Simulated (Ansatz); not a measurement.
Geometry optimisation, RKS PBE0/6-31G* (Ansatz 0.2.0).

input.yaml

```yaml
crystal:
  periodic: [false, false, false]
  atoms:
    - { symbol: Al, position_ang: [-1.0418, 0.2906, -0.9328] }
    - { symbol: Si, position_ang: [1.3434, -0.5792, 0.0153] }
    - { symbol: F, position_ang: [-1.8069, -0.9202, -1.7551] }
    - { symbol: F, position_ang: [-1.1124, 1.8364, -1.5161] }
    - { symbol: H, position_ang: [-0.1941, 0.2206, 0.7334] }
    - { symbol: O, position_ang: [-1.3488, 0.483, 1.2152] }
    - { symbol: H, position_ang: [2.2621, 0.2754, 0.7887] }
    - { symbol: H, position_ang: [2.0953, -0.878, -1.2097] }
    - { symbol: H, position_ang: [1.277, -1.8527, 0.7472] }
    - { symbol: H, position_ang: [-1.4739, 1.1241, 1.9139] }
basis:
  gaussian: { orbitals: "6-31G*" }
hamiltonian:
  xc: pbe0
relax:
  f_tol: 0.15
  max_steps: 25
  restrain:
    - { distance: [0, 5], at: 3.17, k: 30.0 }
    - { distance: [4, 1], at: 2.72, k: 30.0 }
    - { distance: [0, 1], at: 2.32, k: 30.0 }
    - { distance: [4, 5], at: 0.97, k: 30.0 }
```

Run as:

```bash
$ ansatz run input.yaml --threads 2 --pin off --max-ram 3072MiB --backend cpu --events-out ev --progress --plain --runs-dir out
```

Question: Where does it end, and by what steps?

Answer: The forces met the threshold. The restraints hold the end off the free minimum. After 12 steps the energy has fallen by 1.041 eV (the restraints' own energy left out); H5 moved furthest, 1.07 Å. Joined: H5–O6 (1.28 → 0.97 Å).

```json
{"step": "0", "energy less start (eV)": "0.0000", "largest force component (eV/Å)": "3.097", "accepted": "yes"}
{"step": "1", "energy less start (eV)": "-0.0237", "largest force component (eV/Å)": "4.675", "accepted": "yes"}
{"step": "2", "energy less start (eV)": "-0.3280", "largest force component (eV/Å)": "3.426", "accepted": "yes"}
{"step": "3", "energy less start (eV)": "-0.4207", "largest force component (eV/Å)": "2.797", "accepted": "yes"}
{"step": "4", "energy less start (eV)": "-0.5465", "largest force component (eV/Å)": "3.197", "accepted": "yes"}
{"step": "5", "energy less start (eV)": "-0.7992", "largest force component (eV/Å)": "1.315", "accepted": "yes"}
{"step": "6", "energy less start (eV)": "-0.8912", "largest force component (eV/Å)": "1.393", "accepted": "yes"}
{"step": "7", "energy less start (eV)": "-0.9228", "largest force component (eV/Å)": "2.243", "accepted": "no"}
{"step": "8", "energy less start (eV)": "-0.9537", "largest force component (eV/Å)": "1.118", "accepted": "yes"}
{"step": "9", "energy less start (eV)": "-0.9967", "largest force component (eV/Å)": "0.825", "accepted": "yes"}
{"step": "10", "energy less start (eV)": "-1.0360", "largest force component (eV/Å)": "0.757", "accepted": "yes"}
{"step": "11", "energy less start (eV)": "-1.0407", "largest force component (eV/Å)": "0.770", "accepted": "yes"}
{"step": "12", "energy less start (eV)": "-1.0412", "largest force component (eV/Å)": "0.772", "accepted": "yes"}
```

```xyz
10
Properties=species:S:1:pos:R:3
Al -0.712 0.080 -1.393
Si 1.230 -0.629 -0.280
F -1.796 -0.984 -2.039
F -0.988 1.679 -1.713
H -0.164 0.509 1.766
O -1.125 0.396 1.717
H 1.629 0.399 0.742
H 2.413 -0.826 -1.165
H 0.988 -1.901 0.460
H -1.475 1.278 1.906
```

The run took 33 s on 2 threads of Arm Neoverse V2, with other jobs on the host, peak memory 0.19 GiB.
